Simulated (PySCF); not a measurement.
Correlation energy of O⁶⁺ (oxygen, charge +6)

1s2, closed-shell 1S. All numbers are calculated (PySCF 2.14, no relativity, point nucleus, in an even-tempered Gaussian basis (15 s from 2.2 bohr⁻², ratio 2.2; 7 p from 3.6 bohr⁻², ratio 2.4; 4 d from 11 bohr⁻², ratio 2.4; 3 f from 16 bohr⁻², ratio 2.4; 3 g from 24 bohr⁻², ratio 2.4)). Frozen: nothing; 2 electrons correlated; the 11 highest virtual orbitals of each spin left out.

With two correlated electrons CCSD is exact within the correlated space (frozen core and kept virtual orbitals).

| level | correlation energy (mhartree) |
| --- | --- |
| CCSD | -44.84 |

Diagnostics: T1 = 4.0e-05, D1 = 0.0001, largest double amplitude 0.005.

Is a single reference adequate?

Yes, within this model without spin-orbit coupling: T1 lies below 0.03 and no double amplitude reaches 0.07.
